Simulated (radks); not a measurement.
Question: Species: Mo XXXV. Configuration: [He] 2s2 2p4. All-electron calculation, scalar-relativistic Kohn-Sham, BLYP, spin-polarised, spherical densities, finite nucleus; open shells are filled with parallel spins first (spin-orbit coupling, left out, can overturn this in heavy ions); Fermi nuclear charge, rms radius 4.4091 fm. Program: a radial shooting solver on a logarithmic mesh with Libxc functionals. Some entries of the table are withheld. Estimate them.

orbital  occ.  eigenvalue (eV)  <1/r> (bohr^-1)  <r> (bohr)
1s up       1        -22112.66            43.60     0.03510
1s down     1        -22095.89            43.62     0.03508
2s up       1        -4825.989            10.21      0.1480
2s down     1        -4798.535            10.18      0.1483
2p up       3              (1)            9.903         (2)
2p down     1              (3)            9.880         (4)
3s up       0        -2013.550            4.194      0.3554
3s down     0        -2005.800            4.176      0.3567
3p up       0        -1934.864            4.092      0.3407
3p down     0        -1926.039            4.075      0.3422
3d up       0        -1845.652            3.983      0.2956
3d down     0        -1834.831            3.959      0.2974

Answer: 
(1) 2p up eigenvalue (eV): -4580.759
(2) 2p up <r> (bohr): 0.1278
(3) 2p down eigenvalue (eV): -4547.741
(4) 2p down <r> (bohr): 0.1282
